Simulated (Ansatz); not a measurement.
Relaxation of H$_{8}$OSiSn (11 atoms, charge 0, multiplicity 1), to a largest force component of 0.03 eV/Å in at most 50 steps.

Computed with RKS PBE0/def2-mTZVP (Ansatz).

```xyz
11
Properties=species:S:1:pos:R:3
Sn 0.363 -0.028 -0.098
H 0.278 0.016 1.631
H 1.940 0.000 -0.746
H -0.629 1.231 -0.713
O -0.343 -1.776 -0.714
H -1.230 -1.959 -0.383
Si -2.976 0.068 1.515
H -3.159 -0.893 0.392
H -3.870 -0.324 2.636
H -3.324 1.433 1.045
H -1.569 0.029 1.946
```

Question: Where does it end, and by what steps?

Answer: It converged. The force dipped under the threshold on the way, but the program's further checks kept it going. After 17 steps the energy has fallen by 0.230 eV; H2 moved furthest, 0.99 Å.

```tsv
step	energy less start (eV)	largest force component (eV/Å)	accepted
0	0.0000	0.571	yes
1	-0.1204	0.160	yes
2	-0.1675	0.134	yes
3	-0.2124	0.151	yes
4	-0.2130	0.235	yes
5	-0.2212	0.056	yes
6	-0.2245	0.077	yes
7	-0.2241	0.113	no
8	-0.2262	0.024	yes
9	-0.2266	0.065	yes
10	-0.2271	0.045	yes
11	-0.2283	0.005	yes
12	-0.2293	0.035	yes
13	-0.2289	0.134	no
14	-0.2299	0.037	yes
15	-0.2300	0.058	yes
16	-0.2304	0.038	yes
17	-0.2305	0.016	yes
```

```xyz
11
Properties=species:S:1:pos:R:3
Sn 0.736 -0.126 -0.238
H 1.218 -0.192 1.405
H 2.068 -0.129 -1.299
H -0.312 1.204 -0.515
O -0.224 -1.799 -0.699
H -1.127 -1.813 -0.363
Si -3.380 0.135 1.649
H -3.040 -0.780 0.525
H -4.359 -0.535 2.542
H -3.959 1.387 1.099
H -2.138 0.445 2.405
```

Whether the end is a true minimum wasn't checked by a vibrational analysis.

The run took 67 s on 2 threads of Arm Neoverse V1 (shared host), peak memory 0.25 GiB.
